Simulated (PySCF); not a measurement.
The multiplicity is imposed and other spin states were not computed.

Cartesian coordinates (Å):
```xyz
5

Zn     0.0600    -0.0889    -0.0785
Cl     2.0103     0.4130     0.5147
N     -1.5513    -0.6835    -0.6459
H     -1.9765    -0.1526    -1.4061
H     -2.2655    -0.7827     0.0758
```
Charge 0, spin multiplicity 1.

Problem. Predict the dipole moment, HOMO and LUMO from TPSSh-D3(BJ)/def2-TZVP // r2SCAN-D4/def2-SVP in PySCF 2.14.0.

Solution. 
```
Property          Value
-------------  --------
dipole moment    2.42 D
HOMO           -6.64 eV
LUMO           -1.28 eV
```
